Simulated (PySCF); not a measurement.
Molfile (atoms numbered from 1):
```
C5H9NO2Si
     RDKit          3D

 18 17  0  0  0  0  0  0  0  0999 V2000
   -3.7934    0.4080   -0.4387 C   0  0  0  0  0  0  0  0  0  0  0  0
   -2.5009    0.0266    0.0629 N   0  0  0  0  0  0  0  0  0  0  0  0
   -1.3433    0.3134   -0.5508 C   0  0  0  0  0  0  0  0  0  0  0  0
   -1.2305    0.9295   -1.5933 O   0  0  0  0  0  0  0  0  0  0  0  0
   -0.1415   -0.2387    0.2299 C   0  0  0  0  0  0  0  0  0  0  0  0
   -0.3175   -0.8347    1.2771 O   0  0  0  0  0  0  0  0  0  0  0  0
    1.1569    0.0076   -0.3934 C   0  0  0  0  0  0  0  0  0  0  0  0
    2.2970   -0.4480    0.1345 C   0  0  0  0  0  0  0  0  0  0  0  0
    4.0119   -0.2227   -0.6104 Si  0  0  0  0  0  4  0  0  0  0  0  0
   -3.6371    0.9597   -1.3648 H   0  0  0  0  0  0  0  0  0  0  0  0
   -4.3122    1.0460    0.2791 H   0  0  0  0  0  0  0  0  0  0  0  0
   -4.4043   -0.4742   -0.6405 H   0  0  0  0  0  0  0  0  0  0  0  0
   -2.4353   -0.4968    0.9269 H   0  0  0  0  0  0  0  0  0  0  0  0
    1.1249    0.5720   -1.3140 H   0  0  0  0  0  0  0  0  0  0  0  0
    2.2072   -1.0025    1.0632 H   0  0  0  0  0  0  0  0  0  0  0  0
    4.8550    0.4386    0.3880 H   0  0  0  0  0  0  0  0  0  0  0  0
    3.9152    0.5797   -1.8272 H   0  0  0  0  0  0  0  0  0  0  0  0
    4.5391   -1.5573   -0.9048 H   0  0  0  0  0  0  0  0  0  0  0  0
  1  2  1  0
  2  3  1  0
  3  4  2  0
  3  5  1  0
  5  6  2  0
  5  7  1  0
  7  8  2  0
  8  9  1  0
  1 10  1  0
  1 11  1  0
  1 12  1  0
  2 13  1  0
  7 14  1  0
  8 15  1  0
  9 16  1  0
  9 17  1  0
  9 18  1  0
M  END
```

In vacuum, non-relativistic Hamiltonian, rapidly exchanging positions averaged, a single conformation. GIAO PBE0/pcSseg-1 shieldings; GFN2-xTB structure; PySCF.

Chemical shifts δ = σref − σ; TMS for 13C (186.93 ppm), all at this level.

Do the 13C shifts follow the atomic charges (in e)? Tabulate both.

## Answers


```tsv
atoms	hybridisation	δ (ppm)	σ para (ppm)	Hirshfeld	IAO	Mulliken	ESP-fitted
C5	sp2	188.4	-254	+0.15	+0.32	+0.22	+0.40
C3	sp2	162.3	-229	+0.15	+0.37	+0.48	+0.44
C8	sp2	157.5	-229	-0.10	-0.35	-0.30	-0.20
C7	sp2	144.6	-218	-0.06	-0.19	-0.18	-0.19
C1	sp3	26.5	-80	-0.06	-0.32	-0.08	-0.15
```

Correlation coefficients of δ with charge over these carbons: Hirshfeld +0.51, IAO +0.58, Mulliken +0.31, ESP-fitted +0.52; with the paramagnetic shielding -1.00. Among the 4 sp2 carbons alone: Hirshfeld +0.71, IAO +0.66, Mulliken +0.50, ESP-fitted +0.73. With so few points, grouped by hybridisation, these coefficients are fragile. Charge is one influence among several: hybridisation and low-lying excitations act through the paramagnetic term.

Shifts are as computed. Against solution values, carbons near 30 ppm lie about +3 ppm off and those near 130 ppm about +5 ppm. Of 1309 compounds with measured shifts, 239 miss one by over three times the rms of a fit or turn the order of signals round; such compounds aren't used in these exercises. The C=O carbon of an acid or of an amide with N–H lies up to 10 ppm further downfield in solution, through hydrogen bonding that the calculation lacks.
